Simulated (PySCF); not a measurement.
## Simulated absorption spectrum

Compound: C4H6O5S.
Z-matrix (Å and degrees, PBE0-D3(BJ)/def2-SVP geometry), rows numbered from 1:
```
C 
C   1  1.3299
O   2  1.3810  1  128.83
C   3  1.3271  2  124.69  1    -4.38
O   4  1.2074  3  125.47  2     0.89
C   4  1.5065  3  110.99  2  -178.25
S   6  1.8001  4  110.52  3  -143.23
O   7  1.4484  6  107.04  4    54.52
O   7  1.4414  6  108.42  4  -171.79
O   7  1.6028  6  100.09  4   -60.31
H   1  1.0914  2  117.06  3  -179.50
H   1  1.0873  2  123.60  3     0.30
H   2  1.0912  1  123.15  3   179.42
H   6  1.1007  4  110.32  3    98.73
H   6  1.0974  4  112.16  3   -23.39
H  10  0.9837  7  106.29  6    56.49
```

Computed, not measured: TDDFT PBE0/def2-SVPD, vertical, gas phase, core orbitals frozen in the response in PySCF.

Each state is given a Gaussian of 0.25 eV full width at half maximum, with ε(max) = 2.175×10⁸ f / Δν̃ (Δν̃ the width in cm⁻¹). The width is an assumption, not a result. The curve ends short of the highest state used, and states not computed would add to its high-energy end.

(E (eV), ε (L mol⁻¹ cm⁻¹)): (5.29, 2), (5.31, 4), (5.34, 13), (5.37, 35), (5.39, 66), (5.42, 163), (5.44, 286), (5.47, 624), (5.49, 1007), (5.52, 1942), (5.54, 2882), (5.57, 4891), (5.59, 6666), (5.62, 9941), (5.65, 13712), (5.67, 16266), (5.70, 19681), (5.72, 21389), (5.75, 22688), (5.77, 22582), (5.80, 20988), (5.82, 19126), (5.85, 15571), (5.87, 12989), (5.90, 9261), (5.93, 6097), (5.95, 4414), (5.98, 2545), (6.00, 1686), (6.03, 851), (6.05, 516), (6.08, 228), (6.10, 127), (6.13, 50), (6.15, 26), (6.18, 11), (6.21, 7), (6.23, 8), (6.26, 11), (6.28, 14), (6.31, 20), (6.33, 25), (6.36, 33), (6.38, 41), (6.41, 59), (6.43, 78), (6.46, 128), (6.49, 216), (6.51, 304), (6.54, 493), (6.56, 660), (6.59, 964), (6.61, 1192), (6.64, 1539), (6.66, 1747), (6.69, 1983)

Q: Locate the maxima and give the states behind the curve.

A: 215 nm (5.76 eV), ε about 23000, made up of S2 (99%) (ε in L mol⁻¹ cm⁻¹; maxima over ε = 5, shares over 10%). At its high-energy end, 6.69 eV, the curve is still rising (ε about 2000, from S4). The states used: S1 5.66 eV (f 0.0029); S2 5.76 eV (f 0.209); S3 6.42 eV (f 0.0003); S4 6.72 eV (f 0.019); S5 7.02 eV (f 0.012); S6 7.29 eV (f 0.027).

Q: Coming from long wavelengths, where does ε first pass 100 L mol⁻¹ cm⁻¹?

A: At about 229 nm (5.40 eV), 0.26 eV below S1.

Q: What would ε be at 5.76 eV, the highest of these maxima, with half the width (0.125 eV)?

A: About 45200 L mol⁻¹ cm⁻¹ against 22700, a factor of about 1.99; a lone state at its own centre would give exactly 2.

Q: On this curve, what absorbance would a 10⁻⁴ mol/L sample give at 222 nm over a 1 cm path?

A: 222 nm is 5.585 eV, where ε is about 6200 L mol⁻¹ cm⁻¹, so A = ε c l ≈ 0.62 (Beer–Lambert, with the gas-phase spectrum and the assumed width).

The run took about 2.5 min of CPU time (one thread, shared machine).

One conformer stands for the species.
